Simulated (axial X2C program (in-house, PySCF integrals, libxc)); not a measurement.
# Potential curves of NbCl, two-component

Calculated with an axial X2C code built on PySCF integrals. Two-component (2c) means X2C with spin–orbit coupling and atomic mean-field two-electron Coulomb and Gaunt terms. Basis: Nb dyall-cv3z [11s12p9d5f3g], Cl dyall-av3z [9s8p3d2f] (cores contracted in-house); Gaussian nuclei, density fitting, unrestricted open shells. Masses: Nb 92.906 u, Cl 34.969 u.

State: Ω = 1 (⟨Sz⟩ = 2.00, ⟨Lz⟩ = -1.00 at HF). Energies in kJ/mol from the lowest point of each curve. Fits are polynomials in 1 − R0/R over 0.85 to 1.23 times the lowest point R0.

```csv
R (Å),CCSD
2.0912,49.89
2.1601,22.16
2.2291,6.46
2.2980,0.00
2.3784,1.19
2.4589,9.22
2.5623,26.29
```

Correlated methods: 12 electrons correlated (number of frozen shells: Nb 4 s, 3 p, 1 d; Cl 2 s, 1 p), 292 virtual spin orbitals or spinors in MP2, 90 natural virtuals in coupled cluster.

The state is one determinant whose occupation by symmetry is held fixed; it was picked as the lowest of a PBE0 search that is not exhaustive. CCSD ran in a truncated set of natural virtual spinors with an MP2 remainder; without triples it tends to underbind. Other states lie close and PBE0, whose exact exchange favours high spin, may order them wrongly; the determinant shown need not be the ground state. The nearest other 2c determinant of the search, Ω = 3, lies 0.07 eV up at the distance of the search. With several unpaired electrons one determinant need not be a pure state. The outer-core s and p shells of the metal are frozen in the correlated rows, which leaves out core–valence correlation; for alkali and alkaline-earth bonds that tends to lengthen them. Open-shell Ω = 0 determinants with evenly filled partner blocks cannot be reached by this program, so the Ω shown need not be the lowest component. With the outer-core shells frozen, correlated bond lengths of heavy atoms tend to come out a few hundredths of an ångström too long. Coupled cluster ran on the points near the minimum only. MP2 and coupled cluster on one determinant become unreliable at the stretched end.

Task: Fit the CCSD curve near its minimum: give the equilibrium distance and the harmonic wavenumber.

Result: At CCSD, 2c: Re = 2.326 Å, ωe ≈ 381 cm⁻¹; Be follows as 0.123 cm⁻¹.
